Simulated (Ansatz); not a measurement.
Consider the ligand exchange at the Si–Cl bond: trichlorosilane + `O[SiH2]S` → `O[SiH2]S[SiH](Cl)Cl` + HCl.

Program: Ansatz. Geometries: PBE0-D4/def2-TZVP. ΔE: electronic, gas phase. CCSD(T)/CBS adds triple-zeta CCSD(T) − MP2 to the extrapolated MP2 energy (def2 sets, frozen cores). This one scheme is used for every species. Functionals use def2-TZVPP. B3LYP here is the variant with VWN-RPA as its local correlation; programs differ in this. One conformer a species, not always the lowest.

```tsv
level	ΔE (kJ/mol)
PBE0	29.3
B3LYP	38.7
HF/def2-TZVPP	46.3
CCSD(T)/def2-TZVPP	24.8
```

What does CCSD(T)/CBS give? (An estimate is asked.)

Ansatz gave: +23.8 kJ/mol. The listed levels differ from it by 5.5, 14.9, 22.5, 1.0 kJ/mol.

Largest T1 diagnostic among the species: 0.011.

In def2-TZVPP, CCSD(T) changes the Hartree–Fock value by −21.5 kJ/mol (the triples alone add −3.9 kJ/mol) and MP2 by −23.7 kJ/mol. The D4 term adds −14.3 kJ/mol with B3LYP and −8.2 kJ/mol with PBE0; it sums over pairs of atoms, weighted by their polarisabilities, and B3LYP, whose exchange is more repulsive, gets the larger term.
